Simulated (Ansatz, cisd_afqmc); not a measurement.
Reaction: GeHCl3 (trichlorogermane, SMILES [Cl][GeH]([Cl])[Cl]) → GeCl3 (SMILES [Cl][Ge]([Cl])[Cl], doublet) + H (doublet) (the Ge-H bond breaks)
Each species at its own B3LYP-D3(BJ)/def2-TZVP minimum (Ansatz, a quantum-chemistry and plane-wave program).

Total energies in hartree (Ansatz, AFQMC by cisd_afqmc). Radicals and triplets start from unrestricted determinants; spin-orbit coupling is neglected. Correlated methods leave the cores frozen (noble-gas shells, and filled d and f shells in the p block). No relativity. AFQMC is phaseless with a CISD trial state; ± is one standard error, without the phaseless bias. Outlying blocks are dropped, and bars are widened where a walk drifts. Over all cases where full CI ran beside it in this data, AFQMC minus full CI had a median of +0.1 mEh and passed +0.4 mEh in a tenth of the cases. Where a partner has so few electrons that a lower coupled-cluster level is exact, that level stands in.

```tsv
species	HF/def2-TZVPP	CCSD(T)/def2-TZVPP	HF/def2-QZVPP	CCSD(T)/def2-QZVPP	AFQMC/CISD/def2-TZVPP
1: GeHCl3 (trichlorogermane, SMILES [Cl][GeH]([Cl])[Cl])	-3454.62626	-3455.38625	-3454.70633	-3455.53487	-3455.38912 ± 0.00046
2: GeCl3 (SMILES [Cl][Ge]([Cl])[Cl], doublet)	-3454.01787	-3454.75074	-3454.09790	-3454.89815	-3454.75413 ± 0.00031
3: H (doublet)	-0.49981	-0.49981	-0.49998	-0.49998	-0.49981
```

**Question.** Work out the bond dissociation energy (electronic) in kcal/mol: take Hartree-Fock from def2-QZVPP, extrapolate the CCSD(T) correlation energy as X^-3 (X = 3, 4), and add AFQMC/CISD - CCSD(T) in def2-TZVPP. 1 hartree = 627.51 kcal/mol.

**Answer.** 
Species 1: correlation (64·(-0.82854) - 27·(-0.75999))/37 = -0.87856; step -0.00287; E1 = -3454.70633 + (-0.87856) + (-0.00287) = -3455.58776
Species 2: correlation (64·(-0.80025) - 27·(-0.73287))/37 = -0.84942; step -0.00339; E2 = -3454.09790 + (-0.84942) + (-0.00339) = -3454.95071
Species 3: correlation (64·(0.00000) - 27·(0.00000))/37 = 0.00000; step +0.00000; E3 = -0.49998 + (0.00000) + (+0.00000) = -0.49998
-1·E1 +1·E2 +1·E3 = 0.13707 hartree = 86.0 ± 0.4 kcal/mol. The bar is the root of the summed squares.
